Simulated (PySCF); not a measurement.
An unknown gives this computed stick spectrum. The calculation used TDDFT CAM-B3LYP/def2-SVPD, vertical, gas phase, core orbitals frozen in the response (PySCF). Geometries: PBE0-D3(BJ)/def2-SVP, one conformer each.

```
state  E (eV)       f   main configurations (H = HOMO, L = LUMO)
   S1    4.34   0.067                                  H→L (96%)
   S2    4.96   0.094                                H-1→L (92%)
   S3    5.82  0.0004                   H→L+2 (64%), H→L+1 (16%)
   S4    5.91  0.0086       H→L+1 (64%), H→L+2 (18%), H→L+4 (9%)
   S5    6.14   0.013                   H-2→L (75%), H-3→L (14%)
   S6    6.49   0.050               H-1→L+2 (61%), H-1→L+1 (11%)
   S7    6.56  0.0043       H-3→L (38%), H→L+7 (15%), H→L+5 (9%)
   S8    6.66  0.0095                   H→L+4 (42%), H→L+6 (24%)
   S9    6.74   0.047  H-1→L+1 (46%), H-1→L+2 (14%), H→L+6 (10%)
  S10    6.97   0.019      H→L+3 (45%), H→L+5 (12%), H→L+6 (10%)
```

Triplets computed (Tamm–Dancoff): 2.75, 4.03, 4.85, 5.49 eV.

**Question.** Which candidate is it?
A. `C=C/C=C\N([SiH3])[SiH3]`
B. `[SiH3]CP1C=CCC=C1`
C. `Cc1cc([SiH3])c(C)[pH]1`

**Answer.** C. Its S1, at 4.34 eV, is the lowest among the candidates; the nearest of the others has S1 at 4.76 eV. S1 is HOMO→LUMO (96%). Löwdin shares by element: HOMO carbon 76% or more (atoms not listed hold the other 24%); LUMO carbon 47% or more, phosphorus 13% (atoms not listed hold the other 40%). At the same level the other candidates give, for their lowest levels:
- `C=C/C=C\N([SiH3])[SiH3]`: 4.90 eV (f 0.531); 5.51 eV (f 0.005); 6.12 eV (f 0.030); 6.31 eV (f 0.005); 6.42 eV (f 0.014); T1 2.90 eV; HOMO -7.28, LUMO 0.16 eV
- `[SiH3]CP1C=CCC=C1`: 4.76 eV (f 0.020); 5.36 eV (f 0.196); 5.88 eV (f 0.012); 6.43 eV (f 0.017); 6.60 eV (f 0.017); T1 3.74 eV; HOMO -7.20, LUMO 0.73 eV
